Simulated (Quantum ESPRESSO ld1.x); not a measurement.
Species: the gold ion Au11+. Configuration: [Xe] 4f14. Method: Dirac Kohn-Sham, PBE, spin-unpolarised, spherical densities, point nucleus; computed with ld1.x of Quantum ESPRESSO 7.5.

Spin-orbit splittings of the eigenvalues, e(l+1/2) - e(l-1/2), with zeta = 2 splitting/(2l+1) and mean radii in bohr:

shell  occ.  splitting (eV)  zeta (eV)  <r> j=l-1/2  <r> j=l+1/2
2p        6            1836       1224      0.05798      0.06653
3p        6           405.4      270.2       0.1735       0.1892
3d       10           87.15      34.86       0.1648       0.1695
4p        6           97.41      64.94       0.4089       0.4427
4d       10           18.19      7.275       0.4506       0.4616
4f       14               ?          ?       0.4867       0.4930
5p        6           19.90      13.27       0.9374        1.005

Estimate the 4f splitting.

Answer. 3.897 eV (zeta = 1.114 eV).
